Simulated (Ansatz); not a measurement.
`C[BH][Al]([OH])[F]` + `C[N](C)[InH2]` → `C[BH][AlH][F]` + `C[N](C)[InH][OH]`  (redistribution)

Gas-phase electronic energies from Ansatz, PBE0-D4/def2-TZVP geometries. CCSD(T)/CBS adds triple-zeta CCSD(T) − MP2 to the extrapolated MP2 energy (def2 sets, frozen cores). Functionals use def2-TZVPP. B3LYP here is the variant with VWN-RPA as its local correlation; programs differ in this. Elements past krypton have def2 core potentials. For In outer-core shells are correlated without core-valence functions, which leaves a few kJ/mol of doubt a bond. Each species was taken in one conformer, which may not be the lowest.

`C[BH][Al]([OH])[F]`:

Z-matrix (Å, degrees):
```
C
B 1 1.548
H 1 1.108 2 101.4
H 1 1.091 2 116.9 3 114.4
H 1 1.093 2 115.2 3 -113.0
Al 2 2.136 1 121.9 3 -92.8
H 2 1.201 1 118.1 3 83.1
F 6 1.657 2 123.4 1 178.2
O 6 1.694 2 119.3 1 -2.0
H 9 0.956 6 124.1 2 179.8
```

`C[N](C)[InH2]`:

Cartesian coordinates in Å:
```
C 1.164 -0.628 -0.527
N -0.018 0.013 -0.015
C -0.166 -0.164 1.404
In -1.319 1.047 -1.161
H 1.255 -0.481 -1.605
H 2.079 -0.232 -0.058
H 1.154 -1.713 -0.337
H 0.689 0.253 1.960
H -1.070 0.330 1.769
H -0.234 -1.229 1.678
H -0.896 1.098 -2.819
H -2.637 1.705 -0.290
```

`C[BH][AlH][F]`:

Z-matrix (Å, degrees):
```
C
B 1 1.554
H 1 1.107 2 101.7
H 1 1.091 2 117.5 3 115.2
H 1 1.093 2 114.8 3 -112.9
Al 2 2.132 1 125.9 3 -94.3
H 2 1.205 1 116.0 3 81.9
F 6 1.660 2 117.7 1 83.8
H 6 1.589 2 127.6 1 -96.9
```

`C[N](C)[InH][OH]`:

Z-matrix (Å, degrees):
```
C
N 1 1.440
H 1 1.092 2 110.8
H 1 1.101 2 111.5 3 120.2
H 1 1.101 2 111.5 3 -120.2
C 2 1.437 1 113.4 3 180.0
In 2 1.999 1 121.7 3 0.0
H 6 1.102 2 111.8 1 -59.8
H 6 1.102 2 111.8 1 59.8
H 6 1.093 2 111.3 1 -180.0
O 7 1.992 2 106.0 1 -0.1
H 7 1.698 2 129.1 1 -179.9
H 11 0.959 7 113.8 2 -179.8
```

**Question.** Is it downhill or uphill in electronic energy at CCSD(T)/CBS, and by how much? (Estimate.)

**Answer.** The calculation gave: Uphill: ΔE = +1.18 eV.

**Question.** What do these levels give: LDA (SPW92), B97M-V, r2SCANh-D4, r2SCAN0-D4, CAM-B3LYP-D4, ωB97X-V, revPBE, B3LYP, BHLYP, CAM-B3LYP, MP2/CBS(def2), CCSD/CBS(def2)? (Best estimate.)

**Answer.** Ansatz gave: LDA (SPW92) 1.31, B97M-V 1.23, r2SCANh-D4 1.28, r2SCAN0-D4 1.30, CAM-B3LYP-D4 1.27, ωB97X-V 1.21, revPBE 1.16, B3LYP 1.25, BHLYP 1.28, CAM-B3LYP 1.27, MP2/CBS(def2) 1.17, CCSD/CBS(def2) 1.19 eV.

Largest T1 diagnostic among the species: 0.017.

Leaving LDA and LC-ωPBE aside and taking each functional with its dispersion term where it has one, the values, not all of them listed here, spread over 0.12 eV, from revPBE-D4 to r2SCAN0-D4. LDA lies +0.12 eV from PBE without D4. From PBE to PBE0 (25 % exact exchange), in def2-TZVPP and without D4, ΔE moves by +0.04 eV. At CCSD(T), def2-SVP lies +0.09 eV from the extrapolated value and def2-TZVPP +0.08 eV.
